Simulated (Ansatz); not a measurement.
AuCl, charge -1, doublet, at the geometry of the source list (the multiplicity is a formal guess) (core potentials on Au) (a gas-phase anion, which may not be bound at this level). Base run: CAM-B3LYP/def2-SV(P) run with Ansatz (a program for electronic structure).

Geometry (Å):
```xyz
2

Au    -0.6849    -0.6048    -0.6432
Cl     0.6849     0.6048     0.6432
```
Charge -1, spin multiplicity 2.
Orbitals are unrestricted.
All else is at Ansatz's defaults.

Variants of this job, named by their change:

```tsv
change	basis functions	E (Eh)
base	43	-595.81623
basis = def2-SVP	50	-595.81847
basis = def2-SVPD	62	-595.83811
basis = def2-TZVP	?	?
basis = def2-TZVPD	89	-596.00024
basis = def2-TZVPP	98	-595.99743
basis = def2-QZVP	?	?
basis = def2-QZVPP	158	-596.01594
```

Task: Some entries are withheld; supply them.

Result: 
- basis = def2-TZVP, basis functions: 77
- basis = def2-TZVP, E (Eh): -595.99675
- basis = def2-QZVP, basis functions: 142
- basis = def2-QZVP, E (Eh): -596.01567

Totals compare only among sets that treat the same electrons; sets with core potentials leave the core out.

A gas-phase anion may not be bound at this level; its values then depend on the basis.
